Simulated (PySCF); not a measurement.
SMILES CCOB(OC)OC at its GFN2-xTB optimised geometry (Å):

```
19

B     -0.2956    -0.0257     0.0000
O     -0.8990    -1.2559    -0.0253
C     -2.2610    -1.5747    -0.1519
H     -2.6667    -1.2136    -1.1016
H     -2.3304    -2.6646    -0.1317
H     -2.8541    -1.1681     0.6721
O      1.0685    -0.0257     0.0000
C      1.8056    -1.2257    -0.0669
H      1.5582    -1.7864    -0.9715
H      2.8600    -0.9497    -0.0788
H      1.5975    -1.8586     0.7994
O     -0.8199     1.2269     0.0000
C     -2.1485     1.6399     0.2269
C     -2.4982     1.6313     1.7128
H     -2.2058     2.6646    -0.1576
H     -2.8600     1.0229    -0.3341
H     -1.8113     2.2758     2.2546
H     -3.5144     1.9896     1.8576
H     -2.4121     0.6257     2.1187
```

Computed with B3LYP/def2-SVP (PySCF). Cells within 0.4 Å of a nucleus heavier than hydrogen are left out (blank, or x).

Map of the deformation density (molecule minus spherical neutral atoms) (e/bohr³) on the plane z = 0.0 Å:

```
|11111111111111111111111111111|
|11111111111111111111111111111|
|11111111111111111111111111111|
|11111111111111111111111111111|
|11111111111111111111111111111|
|11111111111111111111111111111|
|11111112311111111111111111111|
|11111115941111111111111111111|
|11111015930011111111111111111|
|11111113x11133211111111111111|
|11111158x24xx4111111111111111|
|11111267212xx1001111111111111|
|11111122101374000222111111111|
|1111111100025x121x62111111111|
|1111111100012xx7xxx0011111111|
|1111111000024x354x21011111111|
|11111111001474001251254111111|
|11111133112xx100001xx97111111|
|1111113xx33xx310003xx43111111|
|1111100xx11153110122001111111|
|11111016710012111111001111111|
|11111127721111111111111111111|
|11111112211111111111111111111|
|11111111111111111111111111111|
|11111111111111111111111111111|
|11111111111111111111111111111|
|11111111111111111111111111111|
|11111111111111111111111111111|
|11111111111111111111111111111|
```
Scale: ten equal steps from -0.021 (start of '0') to 0.103 (end of '9'), in the order '0123456789'; x runs from -5.00 to 5.00, y from -5.00 (bottom) to 5.00 (top).
